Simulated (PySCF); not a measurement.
**[Ti(F)2(NH2)2] (charge 0, multiplicity 1)**

Method: PBE-D3(BJ)/def2-TZVP // r2SCAN-D4/def2-SVP (PySCF 2.14.0).

| Property | Value |
|---|---|
| HOMO | -6.29 eV |
| dipole moment | 2.94 D |
| HOMO–LUMO gap | 3.70 eV |
| LUMO | -2.59 eV |
| charge on the central atom (Mulliken) | 1.38 e |
| charge on the central atom (meta-Löwdin) | 1.31 e |
| total energy | -1160.9069 Ha |
| cost | very roughly 110 core-seconds |

```xyz
9

Ti    -0.0452     0.1015    -0.0053
F     -0.5870    -1.5491     0.2836
F     -1.0002     1.2405     0.9393
N     -0.1275     0.5148    -1.8194
H     -0.3555     1.4357    -2.1933
H     -0.1217    -0.1743    -2.5710
N      1.7485     0.2490     0.5008
H      2.0657     0.0741     1.4544
H      2.5373     0.5030    -0.0889
```
Charge 0, spin multiplicity 1.
